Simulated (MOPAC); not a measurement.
MOPAC input (MNDO):

```
MNDO 1SCF GEO-OK AUX(PRECISION=9) THREADS=1
Br3ClSi

Cl   -0.29714400 1   -1.30658300 1    1.92445800 1
Si   -0.03883600 1   -0.17076900 1    0.25152500 1
Br   -1.66662600 1   -0.59811500 1   -1.17584000 1
Br    1.90571500 1   -0.66301100 1   -0.66831800 1
Br   -0.07922800 1    1.96406000 1    0.80881100 1
```

Output:

```
 *******************************************************************************
 **                                                                           **
 **                              MOPAC v23.2.5                                **
 **                                                                           **
 *******************************************************************************
 ** MOPAC's Digital Object Identifier: https://doi.org/10.5281/zenodo.6511958 **
 **                                                                           **
 ** Please cite the open-source release paper for use of this MOPAC version:  **
 ** J. E. Moussa and J. J. P. Stewart (2026)                                  **
 ** MOPAC: An open-source semiempirical molecular orbital program             **
 ** J. Open Source Softw., 11(119), 8025, https://doi.org/10.21105/joss.08025 **
 *******************************************************************************

                              MNDO CALCULATION RESULTS

 *******************************************************************************
 *  MNDO       - The MNDO Hamiltonian to be used
 *  GEO-OK     - OVERRIDE INTERATOMIC DISTANCE AND OTHER SAFETY CHECKS
 *  1SCF       - DO 1 SCF AND THEN STOP
 *  AUX        - OUTPUT AUXILIARY INFORMATION
 *******************************************************************************
MNDO 1SCF GEO-OK AUX(PRECISION=9) THREADS=1
 Br3ClSi

   ATOM   CHEMICAL          X               Y               Z
  NUMBER   SYMBOL      (ANGSTROMS)     (ANGSTROMS)     (ANGSTROMS)

     1      Cl         -0.29714400  *  -1.30658300  *   1.92445800  *
     2      Si         -0.03883600  *  -0.17076900  *   0.25152500  *
     3      Br         -1.66662600  *  -0.59811500  *  -1.17584000  *
     4      Br          1.90571500  *  -0.66301100  *  -0.66831800  *
     5      Br         -0.07922800  *   1.96406000  *   0.80881100  *

          CARTESIAN COORDINATES

    NO.       ATOM           X           Y           Z

     1        Cl         -0.2971     -1.3066      1.9245
     2        Si         -0.0388     -0.1708      0.2515
     3        Br         -1.6666     -0.5981     -1.1758
     4        Br          1.9057     -0.6630     -0.6683
     5        Br         -0.0792      1.9641      0.8088

 Si: (MNDO): M.J.S.DEWAR, ET. AL. ORGANOMETALLICS  5, 375 (1986)
 Cl: (MNDO): M.J.S.DEWAR, H.S.RZEPA, J. COMP. CHEM., 4, 158, (1983)
 Br: (MNDO): M.J.S.DEWAR, E.F. HEALY, J. COMP. CHEM., 4, 542, (1983)

           Empirical Formula: Cl Si Br3  =     5 atoms

      MOLECULAR POINT GROUP   :   C3v

      RHF CALCULATION, NO. OF DOUBLY OCCUPIED LEVELS = 16

 -------------------------------------------------------------------------------
 MNDO 1SCF GEO-OK AUX(PRECISION=9) THREADS=1
 Br3ClSi

     1SCF WAS SPECIFIED, SO BFGS WAS NOT USED
     SCF FIELD WAS ACHIEVED

                              MNDO CALCULATION
                                                       MOPAC v23.2.5 Linux

          FINAL HEAT OF FORMATION =        -74.32489 KCAL/MOL =    -310.97535 KJ/MOL

          COSMO AREA              =        159.95 SQUARE ANGSTROMS
          COSMO VOLUME            =        161.72 CUBIC ANGSTROMS

          IONIZATION POTENTIAL    =         12.628129 EV
          HOMO LUMO ENERGIES (EV) =        -12.628 -2.437
          NO. OF FILLED LEVELS    =         16
          MOLECULAR WEIGHT        =        303.2505         POINT GROUP:  C3v

          MOLECULAR DIMENSIONS (Angstroms)

            Atom       Atom       Distance
           Br     5   Br     3     3.60880
           Br     4   Cl     1     3.46255
           Cl     1   Br     3     2.49617

          SCF CALCULATIONS        =          1

   ATOM   CHEMICAL          X               Y               Z
  NUMBER   SYMBOL      (ANGSTROMS)     (ANGSTROMS)     (ANGSTROMS)

     1      Cl         -0.29714400  *  -1.30658300  *   1.92445800  *
     2      Si         -0.03883600  *  -0.17076900  *   0.25152500  *
     3      Br         -1.66662600  *  -0.59811500  *  -1.17584000  *
     4      Br          1.90571500  *  -0.66301100  *  -0.66831800  *
     5      Br         -0.07922800  *   1.96406000  *   0.80881100  *

                             CARTESIAN COORDINATES

   1   Cl       -0.297144000    -1.306583000     1.924458000
   2   Si       -0.038836000    -0.170769000     0.251525000
   3   Br       -1.666626000    -0.598115000    -1.175840000
   4   Br        1.905715000    -0.663011000    -0.668318000
   5   Br       -0.079228000     1.964060000     0.808811000

           Empirical Formula: Cl Si Br3  =     5 atoms

      MOLECULAR POINT GROUP   :   C3v

                  EIGENVALUES
 -27.94892 -26.21214 -26.21214 -26.07198 -20.75140 -15.76014 -15.24953 -15.24953
 -13.64136 -13.64136 -12.86062 -12.86062 -12.83592 -12.63270 -12.63270 -12.62813
  -2.43665  -2.07338  -2.07338  -1.65396

              NET ATOMIC CHARGES AND DIPOLE CONTRIBUTIONS

  ATOM NO.   TYPE          CHARGE      No. of ELECS.   s-Pop       p-Pop
    1         Cl          -0.363111        7.3631     1.98485     5.37826
    2         Si           1.293884        2.7061     1.09990     1.60621
    3         Br          -0.310258        7.3103     1.99261     5.31765
    4         Br          -0.310257        7.3103     1.99261     5.31765
    5         Br          -0.310257        7.3103     1.99261     5.31765
 DIPOLE           X         Y         Z       TOTAL
 POINT-CHG.     0.039     0.170    -0.250     0.305
 HYBRID        -0.030    -0.130     0.192     0.234
 SUM            0.009     0.040    -0.058     0.071

          ATOMIC ORBITAL ELECTRON POPULATIONS

     Atom    s        px        py        pz
    1 Cl   1.98485   1.96674   1.80530   1.60622
    2 Si   1.09990   0.54085   0.53580   0.52956
    3 Br   1.99261   1.63815   1.96079   1.71871
    4 Br   1.99261   1.49024   1.95301   1.87440
    5 Br   1.99261   1.98397   1.38904   1.94464

 **********************
 *                    *
 * JOB ENDED NORMALLY *
 *                    *
 **********************

 == MOPAC DONE ==
```

The geometry given is a B3LYP-D3(BJ)/def2-TZVP minimum.
